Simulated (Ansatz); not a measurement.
A made-up structure of NaBH₂Se, singlet:

```tsv
atom	x (Å)	y (Å)	z (Å)
B1	-0.5841	0.1194	-0.3054
Se2	0.7140	-1.4445	-0.8864
Na3	1.9196	-0.0141	1.3708
H4	-1.7544	0.3645	-0.9117
H5	-0.2952	0.9746	0.7327
```

It is relaxed with PBE-D4/def2-SVP and then PBE0-D4/def2-TZVP (Ansatz 0.2.0). Atoms count as bonded within 1.22 times the sum of their covalent radii (H–H: 0.88 Å). The end point is not checked to be a true minimum.

Q: Does its bonding change? (Judge from chemistry; the calculation decides.)

A: Computed: Yes. Formed: Na3–H5; broken: none.

Where it ends: The first stage lowers the energy by 0.77 eV in 4 steps. It ends as NaBH₂Se ([H]1[BH]2[Se][Na]12):
```
5
angstrom
B -0.5217 0.1066 -0.2726
Se 0.6377 -1.2895 -0.7912
Na 1.7141 -0.0126 1.2240
H -1.5663 0.3252 -0.8143
H -0.2638 0.8703 0.6541
```

Labels in which every atom is bracketed show which atoms are joined, not bond orders.

For scale, one of the runs: PBE0-D4/def2-TZVP relaxation, 123 basis functions, launched by `ansatz run in.yaml --threads 2 --pin off --events-out ev --progress --plain --max-ram 4352MiB`. The run took about 11 s on 2 CPU threads of an Arm Neoverse V2 (shared host).
